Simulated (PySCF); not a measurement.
`InChI=1S/C4H9FS2Si/c1-4-3-6-8(2,5)7-4/h4H,3H2,1-2H3/t4-,8+/m1/s1`

Geometry:
```csv
atom,x (Å),y (Å),z (Å)
C1,-2.630,0.643,0.220
C2,-1.227,0.192,-0.146
C3,-1.019,-1.278,0.158
S4,0.651,-1.836,-0.326
Si5,1.648,-0.123,0.492
C6,3.063,0.508,-0.579
F7,2.257,-0.486,1.947
S8,-0.003,1.202,0.802
H9,-3.363,0.087,-0.360
H10,-2.815,0.478,1.278
H11,-2.746,1.703,0.011
H12,-1.029,0.385,-1.204
H13,-1.719,-1.887,-0.413
H14,-1.152,-1.480,1.222
H15,3.831,-0.254,-0.667
H16,3.512,1.386,-0.126
H17,2.735,0.773,-1.580
```

Level of theory: PySCF 2.14.0, TDDFT wB97X-D/def2-SVPD circular dichroism and optical rotation, one conformer, gas phase. Geometry: GFN2-xTB.

Problem. Draw the ECD and absorption spectra from the lowest 16 states, each a Gaussian of half-width 0.35 eV at 1/e height.

Solution. 
```csv
E (eV),λ (nm),Δε (L mol⁻¹ cm⁻¹),ε (L mol⁻¹ cm⁻¹)
4.92,252,-0.10,2.97
5.07,245,-0.23,9.52
5.22,238,-0.28,23.3
5.37,231,+0.12,45.5
5.52,225,+1.15,71
5.67,219,+2.22,86.3
5.82,213,+2.43,79.3
5.97,208,+1.66,61.1
6.12,203,+0.36,87.3
6.27,198,-1.56,293
6.42,193,-4.73,898
6.57,189,-8.34,1980
6.72,185,-8.75,3140
6.87,181,-2.08,3750
7.02,177,+11.22,3910
7.17,173,+23.75,4390
7.32,169,+24.09,5530
7.47,166,+7.48,6910
7.62,163,-15.73,8100
7.77,160,-28.13,8740
7.92,157,-22.93,8200
```
Δε uses R in velocity form, ε uses f in length form. Only the states computed contribute, so the short-wavelength end is incomplete.
